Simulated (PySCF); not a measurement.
Cl4Se, singlet, geometry from GFN2-xTB. Base run: CAMB3LYP/6-31G, polarisability (PySCF).

PySCF was given this input:
```python
from pyscf import gto, scf, dft
from pyscf.prop import polarizability

mol = gto.Mole()
mol.atom = '''
    Se   -0.00502057    0.00221292    0.44296811
    Cl    1.06308887   -1.32328188   -0.82373569
    Cl    1.81273170    1.45362307    0.41264280
    Cl   -1.04399652    1.31486652   -0.86079653
    Cl   -1.82178292   -1.44963356    0.38595319
'''
mol.basis = '6-31g'
mol.verbose = 4
mol.build()

mf = dft.RKS(mol)
mf.xc = 'camb3lyp'
mf.kernel()
alpha = mf.Polarizability().polarizability()[2, 2]
print('alpha_zz =', alpha)
```

The base run was repeated with changes; each row names its change, and settings that it needs were set with it.

```
change                                         alpha_zz (bohr³)  basis functions  core-seconds (rough)
---------------------------------------------  ----------------  ---------------  --------------------
base                                                      39.26               79                    60
basis = 6-31G*                                            45.47              104                   100
basis = cc-pVDZ                                           44.14               99                    90
finite field (a.u.) = 0.001; conv_tol = 1e-11             39.26               79                    80
basis = def2-SVP                                            ___              104                    60
functional = hf                                           38.70               79                     4
finite field (a.u.) = 0.005; conv_tol = 1e-11             39.26               79                   200
finite field (a.u.) = 2e-4; conv_tol = 1e-6               27.66               79                    60
finite field (a.u.) = 0.02; conv_tol = 1e-11              39.30               79                   100
finite field (a.u.) = 0.001; conv_tol = 1e-6              39.29               79                    70
finite field (a.u.) = 2e-4; conv_tol = 1e-11              39.26               79                   100
```

Q: What belongs in the gaps?

A: 
- basis = def2-SVP, alpha_zz (bohr³): 43.54

Finite-field rows take the second difference of the energy in a field along z; a small field with loose convergence shows SCF noise divided by the square of the field, and a large one adds hyperpolarisability.
